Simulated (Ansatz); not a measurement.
borohydride (BH₄), SMILES [BH4-], charge -1.

The structure is a stationary point at ωB97X-D3(BJ)/def2-TZVPD.

Two levels are set side by side: PBE/def2-TZVPD (Ansatz, a program for electronic structure) and CAM-B3LYP/def2-TZVPD (Ansatz). Energy differences of separate SCF runs at the same geometry; the states with an electron removed or added have multiplicity 2. Differences are taken from unrounded values.

```
quantity                           CAM-B3LYP
---------------------------------  ---------
vertical ionisation energy (eV)         4.49
vertical singlet–triplet gap (eV)       5.48
```

### Question
What does PBE give, and how far is it from CAM-B3LYP? (An estimate is asked for; the answer gives what the named calculation found.)

### Answer

```json
[
 {"quantity": "vertical ionisation energy (eV)", "PBE": "4.15", "PBE minus CAM-B3LYP": "-0.34"},
 {"quantity": "vertical singlet–triplet gap (eV)", "PBE": "4.95", "PBE minus CAM-B3LYP": "-0.53"}
]
```
